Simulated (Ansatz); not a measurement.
Isomers of Ga₃Cl₆⁺ (singlet), relaxed with PBE-D4/def2-SVP; total energies from Ansatz at PBE0-D4/def2-TZVP.

```tsv
isomer	description	energy (Eh)
A	point group Cs; 9 × Cl–Ga 2.10 to 2.42 Å; 1 × Ga–Ga 2.46 Å	-8534.33301
B	point group not assigned; 8 × Cl–Ga 2.11 to 2.48 Å; 1 × Ga–Ga 2.51 Å	-8534.30954
```

The isomers come from a short search, and lower ones may exist.

Task: Work out the relative energies (1 Eh = 2625.5 kJ/mol) and the Boltzmann populations at 800 K from electronic energies alone (R = 8.314 J/mol/K).

Result: ΔE: A 0.0, B 61.6 kJ/mol. RT = 6.65 kJ/mol. Factors exp(−ΔE/RT): A 1, B 9.49e-05; sum 1.000. Populations: A 100.0 %, B 0.0 %. Zero-point energy, vibrational entropy and symmetry numbers are left out and can shift these; an error of 4 kJ/mol changes a ratio by a factor of 1.8. Over the other density-functional and correlated levels in def2 sets, the gap between A and B ranges from 58 to 62 kJ/mol.
